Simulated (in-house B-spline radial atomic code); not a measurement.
**P3+: [He] 2s2 2p5 3s2 4s1 (an excited or competing configuration)**

Computed with an all-electron radial atomic-structure program (B-spline basis): non-relativistic B3LYP, spin-polarised, spherical fractional occupations, point nucleus.

Effective charges: Z_r = [3n² - l(l+1)]/(2<r>) from the radius, Z_e = n√(-2ε) from the energy, and Slater's rules. Values are occupation-weighted means over spin.

```csv
shell,electrons,ε (eV),<r> (bohr),Z_r,Z_e,Slater
1s,2,-2181.5,0.1039,14.44,12.66,14.70
2s,2,-247.25,0.5064,11.85,8.53,11.20
2p,5,-198.57,0.4645,10.76,7.64,11.20
3s,2,-56.35,1.537,8.78,6.11,6.70
4s,1,-22.368,3.424,7.01,5.13,4.30
```

The least bound orbital is 4s up at -22.37 eV, and it is also the most diffuse (<r> = 3.424 bohr). The part-filled 2p shell lies below the filled 3s shell in orbital energy.

Caution: exact exchange at fractional occupations of open shells leaves self-interaction of up to several eV.
